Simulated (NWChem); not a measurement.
System: CH₃BrTe; SMILES Br[Te]C

Excerpt of the output:

```
             Northwest Computational Chemistry Package (NWChem) 7.3.0
             --------------------------------------------------------

 CS  symmetry detected

                             Geometry "geometry" -> ""
                             -------------------------

 Output coordinates in angstroms (scale by  1.889725989 to convert to a.u.)

  No.       Tag          Charge          X              Y              Z
 ---- ---------------- ---------- -------------- -------------- --------------
    1 Te                  52.0000     0.32767250     0.86256821     0.00000000
    2 Br                  35.0000    -0.00411688    -1.63471297     0.00000000
    3 C                    6.0000    -1.76554146     1.34069504     0.00000000
    4 H                    1.0000    -2.23632591     0.93901359     0.90513500
    5 H                    1.0000    -2.23632591     0.93901359    -0.90513500
    6 H                    1.0000    -1.82897852     2.43920948     0.00000000

 Effective nuclear repulsion energy (a.u.)     546.0825168680

      Symmetry information
      --------------------

 Group name             Cs
 Group number              2
 Group order               2
 No. of unique centers     5

 Summary of "ao basis" -> "ao basis" (spherical)
 ------------------------------------------------------------------------------
       Tag                 Description            Shells   Functions and Types
 ---------------- ------------------------------  ------  ---------------------
 Te                         def2-svp                10       26   4s4p2d
 Br                         def2-svp                12       32   5s4p3d
 C                          def2-svp                 6       14   3s2p1d
 H                          def2-svp                 3        5   2s1p

      Symmetry analysis of basis
      --------------------------

        a'         59
        a"         28

            General Information
            -------------------
          SCF calculation type: DFT
          Wavefunction type:  closed shell.
          No. of atoms     :     6
          No. of electrons :    68
           Alpha electrons :    34
            Beta electrons :    34
          Charge           :     0
          Spin multiplicity:     1
          Use of symmetry is: on ; symmetry adaption is: on
          Maximum number of iterations: 150
          AO basis - number of functions:    87
                     number of shells:    37
          Convergence on energy requested:  1.00D-06
          Convergence on density requested:  1.00D-05
          Convergence on gradient requested:  5.00D-04

              XC Information
              --------------
          PerdewBurkeErnzerhof Exchange Functional  1.000
            Perdew 1991 LDA Correlation Functional  1.000 local
           PerdewBurkeErnz. Correlation Functional  1.000 non-local

             Grid Information
             ----------------
          Grid used for XC integration:  coarse
          Radial quadrature: Mura-Knowles
          Angular quadrature: Lebedev.
          Tag              B.-S. Rad. Rad. Pts. Rad. Cut. Ang. Pts.
          ---              ---------- --------- --------- ---------
          Te                  1.40      104           8.0       302
          Br                  1.15       95          11.0       302
          C                   0.70       35           9.0       302
          H                   0.35       35          11.0       302
          Grid pruning is: on
          Number of quadrature shells:   304
          Spatial weights used:  Erf1

      Superposition of Atomic Density Guess
      -------------------------------------

 Sum of atomic energies:       -2922.43217448

      Non-variational initial energy
      ------------------------------

 Total energy =   -2878.950297
 1-e energy   =   -4663.916459
 2-e energy   =    1502.583604
 HOMO         =      -0.215106
 LUMO         =      -0.070380

      Symmetry analysis of molecular orbitals - initial
      -------------------------------------------------

  Numbering of irreducible representations:

     1 a'          2 a"

  Orbital symmetries:

     1 a'          2 a'          3 a'          4 a'          5 a"
     6 a'          7 a'          8 a'          9 a'         10 a"
    11 a'         12 a'         13 a'         14 a"         15 a'
    16 a'         17 a"         18 a'         19 a"         20 a'
    21 a'         22 a'         23 a"         24 a"         25 a'
    26 a'         27 a'         28 a'         29 a"         30 a'
    31 a'         32 a"         33 a'         34 a"         35 a'
    36 a'         37 a'         38 a'         39 a"         40 a'
    41 a'         42 a'         43 a"         44 a"

     ---------------------------------------------
      Total Density - Mulliken Population Analysis
     ---------------------------------------------

    Atom       Charge   Shell Charges
 -----------   ------   -------------------------------------------------------
    1 Te  24    23.63   1.77  0.27  1.21  0.64  2.89  3.14  1.85  1.77  9.85  0.24
    2 Br  35    35.36   2.00  2.00  2.00  1.37  0.59  6.00  5.99  2.32  3.08  8.23  1.73  0.06
    3 C    6     6.39   1.99  0.94  0.31  1.95  1.18  0.02
    4 H    1     0.88   0.67  0.18  0.03
    5 H    1     0.88   0.67  0.18  0.03
    6 H    1     0.87   0.65  0.19  0.03

   convergence    iter        energy       DeltaE   RMS-Dens  Diis-err
 ---------------- ----- ----------------- --------- --------- ---------
 d= 0,ls=0.0,diis     1  -2881.2656185197 -3.16D+03  1.39D-02  3.83D-01
 d= 0,ls=0.0,diis     2  -2881.2455828109  2.00D-02  1.04D-02  3.88D-01
 d= 0,ls=0.0,diis     3  -2881.2873167427 -4.17D-02  4.69D-03  9.48D-02
 d= 0,ls=0.0,diis     4  -2881.3034968375 -1.62D-02  1.12D-03  5.85D-03
 d= 0,ls=0.0,diis     5  -2881.3045881485 -1.09D-03  1.90D-04  3.06D-04
  Resetting Diis
 d= 0,ls=0.0,diis     6  -2881.3046276873 -3.95D-05  7.21D-05  2.20D-05
 d= 0,ls=0.0,diis     7  -2881.3046309718 -3.28D-06  7.16D-05  7.44D-06
 d= 0,ls=0.0,diis     8  -2881.3046271730  3.80D-06  4.96D-05  3.22D-05
 d= 0,ls=0.0,diis     9  -2881.3046320510 -4.88D-06  2.18D-06  5.60D-08
 d= 0,ls=0.0,diis    10  -2881.3046320565 -5.52D-09  6.99D-07  1.91D-09

         Total DFT energy =    -2881.304632056476
      One electron energy =    -4665.392900684136
           Coulomb energy =     1619.876067634227
    Exchange-Corr. energy =     -118.170356657503
 Nuclear repulsion energy =      282.382557650936

 Numeric. integr. density =       67.999927790615

                  Occupations of the irreducible representations
                  ----------------------------------------------

                     irrep           alpha         beta
                     --------     --------     --------
                     a'               24.0         24.0
                     a"               10.0         10.0

                       DFT Final Molecular Orbital Analysis
                       ------------------------------------

 Vector   32  Occ=2.000000D+00  E=-2.665121D-01  Symmetry=a"
              MO Center=  2.2D-02, -1.2D+00, -2.7D-15, r^2= 2.4D+00
   Bfn.  Coefficient  Atom+Function         Bfn.  Coefficient  Atom+Function
  ----- ------------  ---------------      ----- ------------  ---------------
    43      0.533683  2 Br pz                40      0.479030  2 Br pz
    37     -0.319778  2 Br pz                13      0.220373  1 Te pz
    16      0.194887  1 Te pz                34      0.104052  2 Br pz
    10     -0.088530  1 Te pz                 7     -0.069305  1 Te pz
    64     -0.064262  3 C  pz                73     -0.051335  4 H  s

 Vector   33  Occ=2.000000D+00  E=-2.494232D-01  Symmetry=a'
              MO Center= -1.2D-01, -1.1D+00, -2.0D-15, r^2= 3.0D+00
   Bfn.  Coefficient  Atom+Function         Bfn.  Coefficient  Atom+Function
  ----- ------------  ---------------      ----- ------------  ---------------
    41      0.567643  2 Br px                38      0.494774  2 Br px
    35     -0.329419  2 Br px                62      0.175610  3 C  px
    11     -0.162638  1 Te px                61      0.150271  3 C  s
    65      0.121168  3 C  px                 4     -0.118722  1 Te s
    32      0.107132  2 Br px                 3     -0.102492  1 Te s

 Vector   34  Occ=2.000000D+00  E=-1.821778D-01  Symmetry=a"
              MO Center=  2.1D-01,  4.6D-01, -1.9D-15, r^2= 3.3D+00
   Bfn.  Coefficient  Atom+Function         Bfn.  Coefficient  Atom+Function
  ----- ------------  ---------------      ----- ------------  ---------------
    13      0.560775  1 Te pz                16      0.525401  1 Te pz
    43     -0.309825  2 Br pz                40     -0.247835  2 Br pz
    10     -0.217878  1 Te pz                 7     -0.169475  1 Te pz
    37      0.162928  2 Br pz                74     -0.093893  4 H  s
    79      0.093893  5 H  s                 73     -0.086256  4 H  s

[...]

                         DFT ENERGY GRADIENTS

    atom               coordinates                        gradient
                 x          y          z           x          y          z
   1 Te      0.619211   1.630018   0.000000   -0.006274  -0.004370   0.000000
   2 Br     -0.007780  -3.089160   0.000000    0.000402   0.006138   0.000000
   3 C      -3.336390   2.533546   0.000000    0.000493  -0.000028   0.000000
   4 H      -4.226043   1.774478   1.710457    0.002454   0.001803  -0.004392
   5 H      -4.226043   1.774478  -1.710457    0.002454   0.001803   0.004392
   6 H      -3.456268   4.609438   0.000000    0.000470  -0.005346   0.000000
```

Level: PBE/def2-SVP with def2 effective core potentials on Te. Structure relaxed at the PBE0/def2-SVP level. def2 effective core potentials on Te; no spin-orbit coupling.

Task: Write an input that gives this output.

Result: This is not unique; one that fits is the input that was run:
```
start job
memory heap 200 mb stack 900 mb global 1100 mb
geometry units angstroms noautoz
  Te     0.305229     0.854769     0.000000
  Br     0.039804    -1.650435     0.000000
  C     -1.799932     1.277199     0.000000
  H     -2.259895     0.863170     0.905135
  H     -2.259895     0.863170    -0.905135
  H     -1.892488     2.373644     0.000000
end
basis spherical
  Te library def2-svp
  Br library def2-svp
  C library def2-svp
  H library def2-svp
end
ecp
  Te library def2-ecp
end
dft
  xc xpbe96 cpbe96
  grid coarse
  iterations 150
  mulliken
end
task dft gradient
```
